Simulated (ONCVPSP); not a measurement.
Potentials for silicon compared

Generated with ld1.x 7.5 (TM, RRKJ, ultrasoft, PAW), atompaw 4.2 or ONCVPSP 4.0.1. The cutoff is in Ry: for ld1.x and atompaw files where the sum of valence levels is converged to 10 mRy in a Bessel basis, for ONCV files where the hardest occupied wave has 1 mHa per electron of residual kinetic energy. The error is the largest all-electron minus pseudo excitation energy over each file’s own four to seven test configurations (ionisations up to +4, promotions, holes and added fractions of an electron), all of which were solved. The labels leave out finer settings (local radius, basis sizes, second energies), which also bear on the numbers. Spin-polarised tests are not counted. The rows are a selection from randomly drawn settings: files with unsolved tests, undetermined cutoffs or missed reference levels are left out.

A true bound ghost makes a file unfit for plane-wave use even where its test errors are small: the radial tests pick states by their node count and pass the ghost by.

| potential | cutoff (Ry) | largest error (meV) | bound ghosts |
| --- | --- | --- | --- |
| ONCV, PBEsol, scalar-relativistic, rc 1.60/1.70 (sp), local s, core correction yes, reference 3s2 3p1.5, qcut 4.7/4.5, projectors 0/3 | 17 | +11 | none |
| ONCV, LDA (Perdew-Wang 92), non-relativistic, rc 1.95/2.15 (sp), local s, core correction yes, reference 3s2 3p2, qcut 3.7/3.1, projectors 0/2 | 12 | +68 | none |
| ONCV, PBEsol, fully relativistic, rc 1.10/0.95/0.95 (spd), local smoothed, core correction yes, reference 2s2 2p6 3s2 3p2, qcut 13.6/16.4/12.1, projectors 2/2/1 | 189 | +3.6 | none |
| ONCV, PBE, scalar-relativistic, rc 1.45/2.20 (sp), local smoothed, core correction yes, reference 3s2 3p2, qcut 4.5/3.9, projectors 1/1 | 15 | +84 | none |

(1) Fill in the row for Si: ONCV, PBEsol, scalar-relativistic, rc 0.75/1.10/1.05 (spd), local smoothed, core correction yes, reference 2s2 2p6 3s2 3p1.5, qcut 21/13.7/10.8, projectors 2/2/3.

## Answers

(1) cutoff 276 Ry, largest error +1.5 meV, bound ghosts: d.
